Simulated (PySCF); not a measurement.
## Exercise with solution: chemical shift, span and skew from a shielding tensor

FHSZn, SMILES [Zn]([F])[SH]. Atoms are numbered in the order given.

```xyz
4

Zn    -0.0075     0.3707     0.0000
F      0.0177     2.1217     0.0000
S     -0.0750    -1.7712     0.0000
H      1.2663    -1.8780     0.0000
```
Charge 0, spin multiplicity 1.

The structure is a stationary point at TPSSh-D3(BJ)/def2-TZVP. One conformer was computed; it need not be the lowest.

GIAO shieldings from B3LYP/pcSseg-2 (PySCF), non-relativistic, no solvent. The symmetric part of the tensor of F2 has the principal values 310.0, 326.5, 486.3 ppm. The same nucleus in CFCl3 has σ = 159.6 ppm at this level (PySCF, at its B3LYP-D3(BJ)/def2-TZVP geometry).

Task: Work out the isotropic shielding, the ¹⁹F shift against CFCl3, the span and the skew.

Result: 
σ(iso) = (σ11 + σ22 + σ33)/3 = 374.3 ppm. δ = σ(ref) − σ(iso) = 159.6 − (374.3) = -214.7 ppm.
Span Ω = σ33 − σ11 = 176.3 ppm. Skew κ = 3(σ(iso) − σ22)/Ω = 0.81. Tumbling in solution averages the tensor to δ; in a static solid the shielding alone would spread this spin-1/2 line over Ω.
